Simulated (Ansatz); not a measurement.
Cost and result for the atomization energy of AlH5O2SeSi (10 atoms, 10 bonds).

```xyz
10

O     1.397    0.499    1.388
Si    0.160   -0.360    0.732
O     0.420   -1.914    1.144
Al   -1.656    0.408   -0.655
Se    0.539   -0.308   -1.819
H     1.315    1.455    1.390
H     1.325   -2.193    1.305
H    -2.794   -0.638   -0.985
H    -1.771    1.989   -0.737
H     1.064    1.063   -1.762
```

Total charge 0; spin multiplicity 1. Correlated methods include outer-core shells of Se, which these sets cover unevenly. Scalar relativity is left out up to krypton. The bonds changed during the relaxation, so this is another structure than the one it started from. Geometry: relaxed with PBE0-D4/def2-TZVP. It is one conformer, not always the lowest. Program: Ansatz. All runs use 4 threads of an Arm Neoverse V2 on a shared host. Times are those of one run each, without the atoms' runs, and a repeat can differ threefold. Electronic energies, without spin–orbit coupling; frozen cores. CCSD(T)/CBS adds CCSD(T) − MP2 in def2-TZVPP to the MP2 limit, and its time is that of the two runs behind it. T1 = 0.012. With those shells the extrapolation isn't a true limit. B3LYP takes the VWN-RPA correlation (the form of Gaussian; ORCA's B3LYP/G). HSE06 is the plane-wave form, built on full-range PBE exchange.

CCSD(T)/CBS is a level of theory with its own doubt, some kJ/mol a heavy atom from the limit and from the frozen cores, so smaller differences don't rank the functionals.

| level | functions | wall time |
| --- | --- | --- |
| BLYP-D4/def2-TZVPP | 264 | 2.6 s |
| revPBE-D4/def2-TZVPP | 264 | 2.7 s |
| PBE-D4/def2-TZVPP (with forces) | 264 | 3.2 s |
| PBE0-D4/def2-TZVPP | 264 | 4.5 s |
| HSE06-D4/def2-TZVPP | 264 | 4.8 s |
| BHLYP-D4/def2-TZVPP | 264 | 4.9 s |
| B3LYP-D4/def2-TZVPP (with forces) | 264 | 7 s |
| CCSD(T)/def2-SVP | 121 | 9.5 s |
| ωB97X-V/def2-TZVPP | 264 | 11 s |
| ωB97M-V/def2-TZVPP (with forces) | 264 | 16 s |
| MP2/def2-QZVPP | 493 | 28 s |
| CCSD(T)/def2-TZVPP | 264 | 4.9 min |
| CCSD(T)/CBS(def2) | – | 5.3 min |

Problem. What atomization energy does each give, and how far from CCSD(T)/CBS? (Estimate.)

Solution. Computed: 
| level | atomization (kJ/mol) | difference from CCSD(T)/CBS | per bond |
| --- | --- | --- | --- |
| BLYP-D4/def2-TZVPP | 3223.6 | -47.3 | -4.7 |
| revPBE-D4/def2-TZVPP | 3189.8 | -81.1 | -8.1 |
| PBE-D4/def2-TZVPP (with forces) | 3275.3 | 4.4 | 0.4 |
| PBE0-D4/def2-TZVPP | 3205.4 | -65.5 | -6.5 |
| HSE06-D4/def2-TZVPP | 3207.4 | -63.5 | -6.3 |
| BHLYP-D4/def2-TZVPP | 3117.5 | -153.4 | -15.3 |
| B3LYP-D4/def2-TZVPP (with forces) | 3221.4 | -49.5 | -4.9 |
| CCSD(T)/def2-SVP | 2957.8 | -313.1 | -31.3 |
| ωB97X-V/def2-TZVPP | 3257.4 | -13.5 | -1.4 |
| ωB97M-V/def2-TZVPP (with forces) | 3245.9 | -25.0 | -2.5 |
| MP2/def2-QZVPP | 3286.3 | 15.4 | 1.5 |
| CCSD(T)/def2-TZVPP | 3156.5 | -114.4 | -11.4 |
| CCSD(T)/CBS(def2) | 3270.9 | 0.0 | 0.0 |

From BLYP to BHLYP (50 % exact exchange), in def2-TZVPP and without D4, the atomization energy moves by −87.3 kJ/mol: exact exchange takes away binding that semilocal exchange gives to molecules. At CCSD(T), def2-SVP lies −313.1 kJ/mol from the extrapolated value and def2-TZVPP −114.4 kJ/mol: correlation converges slowly with the basis, and small sets miss more of it in the bonded molecule than in its fragments. The D4 term adds +45.9 kJ/mol with B3LYP and +24.1 kJ/mol with PBE0; it sums over pairs of atoms, weighted by their polarisabilities, and B3LYP, whose exchange is more repulsive, gets the larger term.
